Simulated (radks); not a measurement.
Values are calculated unless marked as measured or tabulated.
N2+, 5 electrons, occupied as [He] 2s2 2p1.

Level of theory: scalar-relativistic Kohn-Sham, RPBE, spin-polarised, spherical densities, point nucleus; open shells are filled with parallel spins first (a radial shooting solver on a logarithmic mesh with Libxc functionals).

Energy parts (hartree):
part                      energy
total                  -52.99038
kinetic                 52.93694
electron-nucleus      -118.47410
Hartree                 18.36425
exchange-correlation    -5.81747

Orbitals (lengths in bohr, moments of r in powers of bohr):
orbital	occ.	eigenvalue (hartree)	<1/r>	<r^4>
1s up	1	-15.59785	6.650	0.01329
1s down	1	-15.57056	6.659	0.01315
2s up	1	-1.84651	1.244	4.562
2s down	1	-1.75921	1.225	4.902
2p up	1	-1.41351	1.147	5.164
2p down	0	-1.32559	1.127	5.777

The highest occupied level is 2p up at -38.463 eV. Spin moment in Bohr magnetons: 1. The density falls to 0.001 e/bohr^3 at r = 2.69 bohr. For comparison, the ionisation energy in NIST's Atomic Spectra Database is 47.445 eV (semi-empirical). In exact Kohn-Sham theory the highest level is minus the ionisation energy, but local and semilocal functionals leave it too shallow, through self-interaction and a potential that decays too fast; potentials with the right tail come closer. Summed over all electrons, <r^2> = 4.974 bohr^2, which gives a Langevin (diamagnetic) susceptibility term of -3.94 x 10^-6 cm^3/mol.
